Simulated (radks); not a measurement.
Spherical quantum dot in the effective-mass picture: electrons in a parabolic well V = omega^2 r^2 / 2 with omega = 0.0594, with a point charge +1 (a donor) at the centre, all in effective atomic units (hartree* = m*/eps^2 hartree, bohr* = eps/m* bohr), one dielectric constant everywhere. Calculated with a radial shooting solver with Libxc functionals: non-relativistic Kohn-Sham, exchange-only LDA, spin-polarised, spherical densities. Levels are named by radial order and angular momentum (1s, 1p, 1d, 2s, ...), and open shells are averaged over m.

N = 17, configuration 1s2 1p(up 3, down 0) 1d(up 5, down 0) 2s(up 1, down 0) 1f(up 6, down 0). This is the lowest configuration that the search found (a dilute case). Occupied levels:

level    occupation  eigenvalue (hartree*)  <r> (bohr*)
1s up             1                 1.3476        6.978
1s down           1                 1.3498        2.286
1p up             3                 1.3644        12.04
2s up             1                 1.3666        8.083
1d up             5                 1.3801        12.80
1f up             6                 1.4001        13.49

Energy (hartree*): total 12.7710, kinetic 1.1125, external 2.0376, Hartree 11.220, exchange-correlation -1.5991.
